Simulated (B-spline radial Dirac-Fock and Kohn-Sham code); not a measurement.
Core-hole lifetimes of Re⁵⁺

System: the Re⁵⁺ ion, [Xe] 4f14 5d2.

The computed values come from an atomic code on a B-spline grid: independent-particle rates on relativistic LDA orbitals of the hole state (multipoles up to L = 3, Coulomb Auger matrix elements, transition energies from Dirac-Fock).

Partial widths are in eV. Coster-Kronig decay leaves a hole in the same principal shell; its rates are the weakest part of the model, often 1.5 to 2.5 times too large and more for N holes. Holes without an open Auger channel, or with an unreliable SCF state, are not listed.

```tsv
hole	radiative	Auger	Coster-Kronig	total	fluorescence yield	lifetime (fs)
K	39.4	1.59	0	41.0	0.961	0.0161
L1	0.875	1.92	3.00	5.80	0.151	0.113
L2	1.49	2.82	0.689	4.99	0.298	0.132
L3	1.33	3.61	0	4.94	0.269	0.133
M1	0.0320	1.05	16.1	17.1	0.00187	0.0384
M2	0.0332	1.16	10.3	11.5	?	?
M3	0.0348	1.42	7.80	9.26	0.00376	0.0711
M4	0.0421	1.83	0	1.88	0.0225	0.351
M5	0.0398	1.91	0	1.95	0.0204	0.337
N1	0.00110	0.112	9.65	9.76	0.000112	0.0674
N2	0.00179	0.116	11.7	11.9	0.000151	0.0555
N3	0.00112	0.127	9.12	9.25	0.000122	0.0712
N4	0.00145	0.106	7.01	7.12	0.000204	0.0925
N5	0.00128	0.112	6.66	6.77	0.000189	0.0972
```

Q: What are the fluorescence yield and the lifetime of the M2 hole?

A: The yield is the radiative width over the total, 0.00289, and the lifetime is ħ/Γ = 0.0573 fs.
